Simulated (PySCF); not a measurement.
Fe: excitation energy

Fe [Ar] 3d6 4s2 (5D) → Fe [Ar] 3d8 (3F), as a difference of total energies. All numbers are calculated (PySCF 2.14, the non-relativistic Hamiltonian (point nucleus), in aug-cc-pwCVTZ (10s9p7d4f3g, 127 functions)). Correlated levels: valence: [Ar] frozen; valence and next inner shell: [Ne] frozen; nothing frozen. The calculations carry no spin-orbit coupling.

```
                                method  excitation energy (cm⁻¹)
                                   UHF                     60015
                                   LDA                     20117
                                   PBE                     20849
                                  PBE0                     29181
                               r2SCAN0                     33495
                               wB97M-V                     28149
                         MP2 (valence)                     23779
                     SCS-MP2 (valence)                     24132
    MP2 (valence and next inner shell)                     15833
SCS-MP2 (valence and next inner shell)                     19035
                   MP2 (all electrons)                     15725
               SCS-MP2 (all electrons)                     19027
```

These non-relativistic numbers lack the scalar-relativistic shift.

Errors of the correlated levels include the incompleteness of this basis and the frozen core.

For comparison: 32863 cm⁻¹ (measured; NIST levels, between the centres of gravity of the two terms).
